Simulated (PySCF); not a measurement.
# `F[C@H]1CC(=S)[C@H](Cl)C1`, C₅H₆ClFS

Geometry:
```csv
atom,x (Å),y (Å),z (Å)
F1,0.582,-2.108,1.052
C2,0.201,-0.797,0.889
C3,1.295,0.008,0.177
C4,0.576,0.930,-0.754
S5,1.263,1.997,-1.751
C6,-0.899,0.696,-0.631
Cl7,-1.514,1.927,0.543
C8,-1.023,-0.693,-0.028
H9,-0.009,-0.412,1.892
H10,1.932,-0.671,-0.397
H11,1.946,0.555,0.860
H12,-1.453,0.856,-1.555
H13,-0.936,-1.442,-0.818
H14,-1.961,-0.846,0.501
```

Computed, not measured: TDDFT B3LYP/def2-SVPD circular dichroism and optical rotation, one conformer, gas phase (PySCF 2.14.0). Geometry: GFN2-xTB.

States above about 6.6 eV (minus the energy of the highest occupied orbital) lie near or above the ionisation threshold and depend on the basis.

Q: Assign R or S to each stereocentre.

A: C2 S, C6 R.

Q: List the lowest 12 singlet excitations with oscillator and rotatory strengths.

A: Rotatory strengths R in 10⁻⁴⁰ esu² cm², velocity form and length form (origin at the centre of mass); f in length form.
| state | E (eV) | λ (nm) | f | R (velocity) | R (length) | main |
| --- | --- | --- | --- | --- | --- | --- |
| 1 | 2.24 | 553 | 0.0001 | -0.9 | -1.2 | HOMO→LUMO 1.00 |
| 2 | 4.67 | 266 | 0.027 | +2.6 | +2.9 | HOMO−2→LUMO 0.42, HOMO−1→LUMO 0.40 |
| 3 | 4.77 | 260 | 0.027 | -9.1 | -9.4 | HOMO−2→LUMO 0.55, HOMO−3→LUMO 0.25 |
| 4 | 5.41 | 229 | 0.153 | -7.6 | -7.3 | HOMO−3→LUMO 0.54, HOMO−1→LUMO 0.34 |
| 5 | 5.69 | 218 | 0.011 | -15.5 | -16.1 | HOMO→LUMO+1 0.50, HOMO−4→LUMO 0.43 |
| 6 | 5.72 | 217 | 0.024 | +22.7 | +22.3 | HOMO→LUMO+1 0.45, HOMO−4→LUMO 0.38 |
| 7 | 5.94 | 209 | 0.027 | -20.0 | -20.1 | HOMO−5→LUMO 0.79, HOMO−4→LUMO 0.15 |
| 8 | 6.09 | 204 | 0.018 | -5.6 | -5.8 | HOMO→LUMO+2 0.91 |
| 9 | 6.47 | 192 | 0.006 | -12.2 | -12.0 | HOMO→LUMO+3 0.90 |
| 10 | 6.54 | 189 | 0.004 | +27.8 | +28.6 | HOMO−6→LUMO 0.90 |
| 11 | 6.61 | 187 | 0.042 | -5.9 | -5.8 | HOMO→LUMO+4 0.70, HOMO→LUMO+6 0.16 |
| 12 | 6.87 | 180 | 0.014 | +1.3 | +1.3 | HOMO→LUMO+6 0.43, HOMO→LUMO+5 0.28 |

Among the states computed, the strongest CD band (largest |R|) is state 10. The largest dissymmetry factor in size, g = 4R/(D+G), with D and G the electric and magnetic dipole strengths, is +0.082 for state 10 (velocity form, f = 0.003), among bands with |R| over 0.5. The mirror image has the same energies and oscillator strengths and all R with the opposite sign.
